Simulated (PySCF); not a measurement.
C₂H₉NSi₃, SMILES [SiH3]C#C[SiH2]N[SiH3].

Geometry optimised at PBE-D3(BJ)/def2-SVP. This is a generated structure with no PubChem entry under its InChIKey; it may be hypothetical. Other conformers were not sampled.

The numbers are results of PBE/def2-TZVP (PySCF), not measurements.

Gas-phase values at a fixed geometry.

Computed frontier levels, gap, dipole moment and polarisability:
```json
{
 "highest_occupied_level": "-6.36 eV",
 "lowest_empty_level": "-1.86 eV",
 "orbital_gap": "4.50 eV",
 "dipole_moment": "0.93 D",
 "quadrupole, principal values (traceless, Buckingham form, about the centre of nuclear charge)": "-3.71, -0.59, 4.31 D·Å",
 "mean_static_polarisability": "117.5 bohr³ (17.42 Å³)",
 "polarisability_principal_values": "89.1, 103.3, 160.2 bohr³"
}
```
